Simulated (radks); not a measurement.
The scandium ion Sc+, configuration [Ar] 3d1 4p1 (not the ground configuration).

Method: scalar-relativistic Kohn-Sham, SCAN, spin-polarised, spherical densities, finite nucleus; open shells are filled with parallel spins first; meta-GGA in the generalised Kohn-Sham scheme; Fermi nuclear charge, rms radius 3.5459 fm; computed with a radial shooting solver on a logarithmic mesh with Libxc functionals.

Energy parts (Ry):
total: -1527.97168
kinetic: 1539.67292
electron-nucleus: -3617.44495
Hartree: 627.80427
exchange-correlation: -78.00392

Orbitals (lengths in bohr, moments of r in powers of bohr; r(90%) holds 90 % of the orbital's charge):
orbital,occ.,eigenvalue (Ry),r(90%),<1/r>
1s up,1,-325.2188,0.130,20.76
1s down,1,-325.2173,0.130,20.76
2s up,1,-36.01033,0.532,4.314
2s down,1,-35.98606,0.532,4.316
2p up,3,-29.50459,0.506,4.203
2p down,3,-29.48504,0.505,4.205
3s up,1,-4.83853,1.61,1.300
3s down,1,-4.75067,1.61,1.298
3p up,3,-3.18660,1.79,1.171
3p down,3,-3.09938,1.79,1.172
3d up,1,-0.81994,2.93,0.8064
4p up,1,-0.53606,5.95,0.3125

The highest occupied level is 4p up at -7.293 eV. Spin moment in Bohr magnetons: 2. The spin density at the nucleus is -0.1640 e/bohr^3 (1s -0.0195, 2s -0.2626, 3s 0.1180). Summed over all electrons, <r^2> = 35.53 bohr^2, which gives a Langevin (diamagnetic) susceptibility term of -28.1 x 10^-6 cm^3/mol. The density falls to 0.001 e/bohr^3 at r = 4.54 bohr.

Empty levels of this run are not shown, since the potential may be unsettled where no density lies.
